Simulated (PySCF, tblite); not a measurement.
# Isomers of C14H12BN

All values: TDA wB97X-D/6-31G*, gas phase, PySCF SCF with an in-house response code, fitting set def2-universal-JFIT up to Ne and JKFIT beyond, grid level 1 (kernel 0), vertical, one conformer each, geometries GFN2-xTB; core orbitals frozen in the response, virtual orbitals above 1.5 Eh left out for most members. The lowest 6 to 8 singlets were sought, and the brightest is taken among them. The runs took 0.4 to 1 CPU minutes each on shared server CPUs. Energies are electronic, without zero-point or thermal terms, against the lowest isomer listed.

Task: Rank these isomers by DFT energy, most stable first.
A. C1=CNB2C=CC=c3ccccc3=C2C=C1
B. B1C=CC2=CC=CC3=CC=CC=CC3=C2N1
C. B1C=C2C=CC=c3ccccc3=C2C=CN1
D. B1C=CC2=CC=Cc3ccccc3C2=CN1
E. CB1C=C2C=C3C2=c2c1cccc2=CN3C
F. B1C=C2C=CC=C3C=CC=CC=C3C2=CN1

Result: D (0.0 kcal/mol), A (11.1 kcal/mol), F (12.3 kcal/mol), C (22.3 kcal/mol), B (23.9 kcal/mol), E (61.9 kcal/mol).

Task: Give energies, gaps and lowest singlets for all.

Result: 
```
                       isomer  DFT energy / kcal/mol  GFN2-xTB energy / kcal/mol  HOMO-LUMO gap / eV  S1 / eV  f(S1)
  B1C=C2C=CC=c3ccccc3=C2C=CN1                   22.3                        16.5                6.22     2.73  0.082
 CB1C=C2C=C3C2=c2c1cccc2=CN3C                   61.9                        52.8                5.57     1.89  0.013
  C1=CNB2C=CC=c3ccccc3=C2C=C1                   11.1                        21.8                5.65     2.27  0.103
   B1C=CC2=CC=Cc3ccccc3C2=CN1                    0.0                         0.0                7.50     3.59  0.052
B1C=CC2=CC=CC3=CC=CC=CC3=C2N1                   23.9                        19.8                6.35     2.48  0.010
B1C=C2C=CC=C3C=CC=CC=C3C2=CN1                   12.3                        10.4                7.34     3.44  0.018
```
